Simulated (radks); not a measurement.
The numbers below are computed, except where a source is named.
Problem. These are the eigenvalues of the occupied orbitals of an atom or ion with whole-number occupations (hartree). Code: a radial shooting solver on a logarithmic mesh with Libxc functionals. Model: scalar-relativistic Kohn-Sham, r2SCAN, spin-polarised, spherical densities, finite nucleus; meta-GGA in the generalised Kohn-Sham scheme; Fermi nuclear charge, rms radius of each element as measured or else 0.836 A^(1/3) + 0.57 fm.

1s down: -720.1080
1s up: -720.1080
2s up: -124.5401
2s down: -124.1962
2p up: -114.1278
2p down: -113.8730
3s up: -39.76516
3s down: -39.36815
3p up: -36.32296
3p down: -35.90327
3d up: -31.20350

Which element is it, and in what charge state? The configuration may be excited. Open shells, if any, are filled with parallel spins first.

Solution. Z = 41, niobium, charge +20: Nb20+ in [Ar] 3d3. The list shows which subshells hold electrons but not how many an open one holds; the 1s level, -720.11 hartree, gives Z - s = 38.0 by -(Z - s)^2/2, which with screening and relativity narrows Z to a few neighbours, and the depths of the outer levels then fix element, charge and occupations together.
